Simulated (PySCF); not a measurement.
## From computed data to an observable: chemical shift, span and skew from a shielding tensor

C2H6BFO2, SMILES OCB(F)CO. Atoms are numbered in the order given.

```xyz
12

O      2.5263     0.1379     0.0431
C      1.3848    -0.1570    -0.7391
B      0.0000     0.0000    -0.0129
F      0.0000     0.0000     1.3286
C     -1.3848     0.1570    -0.7391
O     -2.5263    -0.1379     0.0431
H      2.3726    -0.2031     0.9338
H      1.4121    -1.1957    -1.1526
H      1.4126     0.4874    -1.6369
H     -1.4121     1.1957    -1.1526
H     -1.4126    -0.4874    -1.6369
H     -2.3726     0.2031     0.9338
```
Charge 0, spin multiplicity 1.

Coordinates come from a B3LYP-D3(BJ)/def2-SVP optimisation. The structure was generated by enumeration, and PubChem lists no compound with its InChIKey, so it may never have been made. Other conformers were not sampled.

GIAO shieldings from PBE/pcSseg-1 (PySCF), non-relativistic, no solvent. The symmetric part of the tensor of F4 has the principal values -10.4, 68.7, 509.0 ppm. The same nucleus in CFCl3 has σ = 133.6 ppm at this level (PySCF, at its B3LYP-D3(BJ)/def2-TZVP geometry).

**Question.** Work out the isotropic shielding, the ¹⁹F shift against CFCl3, the span and the skew.

**Answer.** 
σ(iso) = (σ11 + σ22 + σ33)/3 = 189.1 ppm. δ = σ(ref) − σ(iso) = 133.6 − (189.1) = -55.5 ppm.
Span Ω = σ33 − σ11 = 519.4 ppm. Skew κ = 3(σ(iso) − σ22)/Ω = 0.70. Tumbling in solution averages the tensor to δ; in a static solid the shielding alone would spread this spin-1/2 line over Ω.
